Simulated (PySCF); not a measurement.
CH10OSi4, SMILES [SiH3][Si@@H]1[SiH2]CO[SiH2]1.

Geometry: PBE0-D3(BJ)/def2-SVP. The structure was generated by enumeration; whether it is a known compound was not checked. One conformer was computed; it need not be the lowest.

Two levels are set side by side: TDA-PBE/def2-SVPD (PySCF) and TDA-B3LYP/def2-SVPD (PySCF). Vertical, same geometry. The lowest singlet is HOMO→LUMO+1 55 %, HOMO→LUMO 39 % with PBE and HOMO→LUMO+1 95 % with the other functional; states are paired by order. Differences are taken from unrounded values.

```tsv
quantity	TDA-B3LYP	TDA-PBE	TDA-PBE minus TDA-B3LYP
lowest singlet excitation (eV)	5.42	4.93	-0.50
lowest triplet excitation (TDA) (eV)	4.87	4.44	-0.43
```

A lower first singlet is the usual sign of a functional without exact exchange. Differences between two approximate levels are no errors against the true value.

Rough cost on one machine, each run with all the roots and properties that it gave: TDA-B3LYP against TDA-PBE about 2 times.
